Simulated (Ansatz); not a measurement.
CH₄ClGe, SMILES `[CH3][GeH][Cl]` radical, relaxed with UKS PBE0-D4/def2-TZVP in the Gaussian-basis code of Ansatz from a PBE-D4/def2-SVP geometry. The force threshold is 0.005 eV/Å; the program also tests the step.

The species carries charge 0 and has multiplicity 2.

Start:

```xyz
7

C     0.479   -0.471   -0.613
Ge   -1.013    0.145    0.531
Cl   -0.963    2.345    0.512
H     1.430   -0.075   -0.201
H     0.348   -0.102   -1.647
H     0.507   -1.578   -0.614
H    -0.789   -0.265    2.033
```

By how much does the energy fall, and how many steps does the optimiser take? (An estimate is asked.)

The calculation gave: 2.79 kJ/mol, in 4 steps.

Which bonds change most? (Best estimate.)

Computed: Ge2–Cl3 from 2.200 to 2.169 Å; C1–Ge2 from 1.979 to 1.957 Å; Ge2–H7 from 1.573 to 1.553 Å; C1–H5 from 1.106 to 1.089 Å.

Give the relaxed structure. (Best estimate.)

Ansatz gave: 
```xyz
7

C     0.478   -0.467   -0.609
Ge   -0.990    0.147    0.530
Cl   -0.947    2.315    0.509
H     1.415   -0.072   -0.212
H     0.335   -0.106   -1.626
H     0.512   -1.557   -0.609
H    -0.803   -0.260    2.017
```
